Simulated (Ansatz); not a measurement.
Cost and result for the atomization energy of CH₇AsBNSi (12 atoms, 12 bonds).

Z-matrix (Å, degrees):
```
B
Si 1 2.014
C 1 1.560 2 105.9
H 1 1.225 2 107.8 3 108.9
H 1 1.208 2 117.9 3 -126.9
As 2 2.402 1 95.8 3 -14.7
H 2 1.493 1 120.3 3 96.4
H 2 1.490 1 120.9 3 -126.4
N 3 1.296 1 125.3 2 14.9
H 3 1.095 1 121.1 2 -168.4
H 6 1.526 2 92.5 1 -81.5
H 9 1.012 3 119.1 1 175.8
```

Charge 0, multiplicity 1. Correlated methods include outer-core shells of As, which these sets cover unevenly. Scalar relativity is left out up to krypton. The bonds changed during the relaxation, so this is another structure than the one it started from. All single points use the PBE0-D4/def2-TZVP geometry. Program: Ansatz. All runs use 4 threads of an Arm Neoverse V2 on a shared host. Times are those of one run each, without the atoms' runs, and a repeat can differ threefold. Electronic energies, without spin–orbit coupling; frozen cores. CCSD(T)/CBS adds CCSD(T) − MP2 in def2-TZVPP to the MP2 limit, and its time is that of the two runs behind it. T1 = 0.016. With those shells the extrapolation isn't a true limit. B3LYP takes the VWN-RPA correlation (the form of Gaussian; ORCA's B3LYP/G).

CCSD(T)/CBS is a level of theory with its own doubt, some kJ/mol a heavy atom from the limit and from the frozen cores, so smaller differences don't rank the functionals.

| level | functions | wall time | atomization (kJ/mol) | difference from CCSD(T)/CBS | per bond |
| --- | --- | --- | --- | --- | --- |
| PBE-D4/def2-TZVPP (with forces) | 281 | 3.2 s | 4102.2 | 121.3 | 10.1 |
| PBE0-D4/def2-TZVPP | 281 | 4.5 s | 4022.9 | 42.0 | 3.5 |
| r2SCAN-D4/def2-TZVPP (with forces) | 281 | 7 s | 4022.6 | 41.7 | 3.5 |
| B3LYP-D4/def2-TZVPP (with forces) | 281 | 7.5 s | 4031.4 | 50.5 | 4.2 |
| B2PLYP/def2-TZVPP | 281 | 8.5 s | 3952.8 | -28.1 | -2.3 |
| ωB97X-V/def2-TZVPP | 281 | 12 s | 4039.1 | 58.2 | 4.8 |
| ωB97M-V/def2-TZVPP (with forces) | 281 | 17 s | 4016.4 | 35.5 | 3.0 |
| MP2/def2-QZVPP | 540 | 36 s | 3955.6 | -25.3 | -2.1 |
| CCSD(T)/def2-TZVPP | 281 | 5.8 min | 3872.4 | -108.5 | -9.0 |
| CCSD(T)/CBS(def2) | – | 6.4 min | 3980.9 | 0.0 | 0.0 |

The D4 term adds +54.4 kJ/mol with B3LYP and +28.3 kJ/mol with PBE0; it sums over pairs of atoms, weighted by their polarisabilities, and B3LYP, whose exchange is more repulsive, gets the larger term. From PBE to PBE0 (25 % exact exchange), in def2-TZVPP and without D4, the atomization energy moves by −74.2 kJ/mol: exact exchange takes away binding that semilocal exchange gives to molecules. In def2-TZVPP, CCSD(T) changes the Hartree–Fock value by +1074.4 kJ/mol (the triples alone add +70.8 kJ/mol) and MP2 by +1093.8 kJ/mol; breaking electron pairs costs correlation energy, which Hartree–Fock lacks.
